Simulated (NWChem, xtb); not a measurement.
## AlSiH3BrO (SMILES [SiH3][O][Al][Br]): the dipole moment, rung by rung

AlSiH3BrO: 7 atoms, total charge 0, spin state doublet. SMILES: `[SiH3][O][Al][Br]`. Geometry: relaxed at PBE0-D4/def2-TZVP. This is one conformer, not always the lowest.

```xyz
7

Si    0.2197    1.1137    0.0672
O     0.1648   -0.4872    0.3715
Al    0.0428   -2.1467    0.5684
Br   -1.0821   -3.3761   -0.9808
H    -0.5079    1.4229   -1.1910
H    -0.4105    1.8574    1.1888
H     1.6344    1.5480   -0.0695
```

Each level gives the dipole moment (D). The values are calculated.

```
                              level            kind  program  value (D)   CPU time
                           GFN2-xTB  semi-empirical      xtb       4.00  under 2 s
                           GFN0-xTB  semi-empirical      xtb       3.60  under 2 s
                           GFN1-xTB  semi-empirical      xtb       3.37  under 2 s
                         UHF/STO-3G    Hartree–Fock   NWChem       3.72      4.8 s
                          UHF/3-21G    Hartree–Fock   NWChem       2.61      6.1 s
                        UBLYP/3-21G             GGA   NWChem       1.57       26 s
UB3LYP/6-31G* (spherical functions)   global hybrid   NWChem       1.64       52 s
UB3LYP/6-31G* (Cartesian functions)   global hybrid   NWChem       1.63       38 s
```

All-electron rows without a relativistic Hamiltonian named are non-relativistic. The values span 1.57 to 4.00 D. Magnitudes only. Sets without polarisation functions give poor dipoles. CPU times are rough (shared hosts, several kinds of processor and program).
